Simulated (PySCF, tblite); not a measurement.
C6H7F2N.
Numbering: `[CH3:1]/[C:2]([CH2:3][C:4]#[N:5])=[C:6](\[F:7])[CH2:8][F:9]` (hydrogens: H10, H11, H12 on C1; H13, H14 on C3; H15, H16 on C8)

The geometry is computed with GFN2-xTB (gas phase).

Question: List the bond lengths, angles and torsions at this level.

Answer: 
```json
{"bond": "C1–C2", "length (pm)": "149.4", "order": "single"}
{"bond": "C2–C3", "length (pm)": "151.2", "order": "single"}
{"bond": "C3–C4", "length (pm)": "144.3", "order": "single"}
{"bond": "C4≡N5", "length (pm)": "114.3", "order": "triple"}
{"bond": "C2=C6", "length (pm)": "133.0", "order": "double"}
{"bond": "C6–F7", "length (pm)": "135.7", "order": "single"}
{"bond": "C6–C8", "length (pm)": "150.1", "order": "single"}
{"bond": "C8–F9", "length (pm)": "137.7", "order": "single"}
{"bond": "C1–H10, C1–H11, C1–H12", "length (pm)": "108.9", "order": "single"}
{"bond": "C3–H13, C3–H14", "length (pm)": "109.3", "order": "single"}
{"bond": "C8–H15, C8–H16", "length (pm)": "109.5", "order": "single"}
```

Bonds in one row agree within 1 pm and their mean is given. Orders are formal, as drawn. A selection of angles:
```json
{"angle": "C2–C1–H10", "degrees": "109.8"}
{"angle": "C2–C1–H12", "degrees": "111.0"}
{"angle": "H10–C1–H11", "degrees": "108.1"}
{"angle": "H10–C1–H12", "degrees": "108.9"}
{"angle": "C1–C2–C3", "degrees": "116.6"}
{"angle": "C1–C2–C6", "degrees": "123.2"}
{"angle": "C3–C2–C6", "degrees": "120.2"}
{"angle": "C2–C3–C4", "degrees": "109.5"}
{"angle": "C2–C3–H13", "degrees": "111.4"}
{"angle": "C2–C3–H14", "degrees": "110.2"}
{"angle": "C4–C3–H13", "degrees": "108.3"}
{"angle": "C4–C3–H14", "degrees": "108.7"}
{"angle": "H13–C3–H14", "degrees": "108.7"}
{"angle": "C3–C4–N5", "degrees": "178.3"}
{"angle": "C2–C6–F7", "degrees": "120.0"}
{"angle": "C2–C6–C8", "degrees": "127.6"}
{"angle": "F7–C6–C8", "degrees": "112.5"}
{"angle": "C6–C8–F9", "degrees": "110.9"}
{"angle": "C6–C8–H15", "degrees": "111.8"}
{"angle": "C6–C8–H16", "degrees": "109.8"}
{"angle": "F9–C8–H15", "degrees": "106.6"}
{"angle": "H15–C8–H16", "degrees": "110.4"}
```

Torsions: C1–C2–C3–C4 108° (anticlinal); C1–C2–C6–F7 0° (synperiplanar); C2–C6–C8–F9 -55° (synclinal). The mirror-image conformer, all signs reversed, is as good.

The 2 C–F bonds span 1.357 Å (C6–F7, drawn single) to 1.377 Å (C8–F9, drawn single), a spread of 0.020 Å. Of the pairs four or more bonds apart, F9···H13 is among the closest relative to their van der Waals radii: 2.37 Å, 89 % of the sum of Bondi's values. The 5 C–C bonds span 1.330 Å (C2=C6, drawn double) to 1.512 Å (C2–C3, drawn single), a spread of 0.182 Å.

Point group: C1 (no symmetry element, even within 0.4 Å). Its GFN2-xTB frequencies are all real (lowest 32 cm⁻¹). The numbers are those of one conformer. 3 starts were optimised and ended at 0.00, 0.23 and 1.31 kcal/mol (GFN2-xTB); the lowest of these is shown.
